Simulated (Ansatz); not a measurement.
(ClBS)3 ring (B3S3Cl3). Charge 0, multiplicity 1. Geometry PBE-D4/def2-SVP, basis def2-TZVP, Ansatz.

```xyz
9

B    -0.9937   -1.2012    0.7019
Cl   -2.0200   -2.4415    1.4267
S    -0.1282   -1.7211   -0.8067
B     0.8787   -0.3434   -1.4258
Cl    1.7859   -0.6981   -2.8982
S     1.1073    1.3386   -0.7823
B     0.1152    1.5445    0.7239
Cl    0.2339    3.1394    1.4716
S    -0.9790    0.3826    1.5889
```

```tsv
run	HOMO (eV)	LUMO (eV)
A	-7.73	-2.94
B	-8.58	-2.32
C	-8.79	-2.21
D	-7.20	-2.89
E	-11.20	-0.24
F	-7.41	-3.11
```

LC-ωPBE has ω = 0.4 bohr⁻¹.

The runs used BLYP, LC-ωPBE, PBE, PBE0, r2SCAN, r2SCAN0. Estimate which is which.

A r2SCAN (0 % exact exchange); B PBE0 (25 % exact exchange); C r2SCAN0 (25 % exact exchange); D BLYP (0 % exact exchange); E LC-ωPBE (range-separated); F PBE (0 % exact exchange). Exact exchange lowers occupied and raises empty levels; among semilocal functionals meta-GGAs tend to open the gap a little, and such runs are hard to tell apart. The gap grows from 4.30 eV (PBE) to 10.96 eV (LC-ωPBE).
